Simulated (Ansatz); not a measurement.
Reaction (redistribution): `CO[SiH2]C[SiH3]` + `O[SiH]([SiH3])[SeH]` → `[SiH3]C[SiH2][SeH]` + `CO[SiH](O)[SiH3]`

Isolated molecules relaxed with PBE0-D4/def2-TZVP in Ansatz; ΔE leaves out vibrations. CCSD(T)/CBS is the MP2 limit (def2-TZVPP, def2-QZVPP) plus CCSD(T) − MP2 in def2-TZVPP, frozen cores. Functionals use def2-TZVPP. For Se outer-core shells are correlated without core-valence functions, which leaves a few kJ/mol of doubt a bond. Scalar relativity is left out up to krypton. Each species was taken in one conformer, which may not be the lowest.

```csv
level,ΔE (kJ/mol),difference from CCSD(T)/CBS
r2SCAN-D4,-4.4,2.5
ωB97X-V,-7.6,-0.7
ωB97M-V,-7.1,-0.2
B2PLYP,-5.4,1.5
r2SCAN,-3.9,3.0
HF/def2-TZVPP,-5.5,1.4
SCS-MP2/def2-TZVPP,-7.2,-0.3
MP2/def2-QZVPP,-6.7,0.2
HF/CBS(def2),-5.1,1.8
MP2/CBS(def2),-6.5,0.4
CCSD(T)/CBS,-6.9,0
```

Largest T1 diagnostic among the species: 0.012.
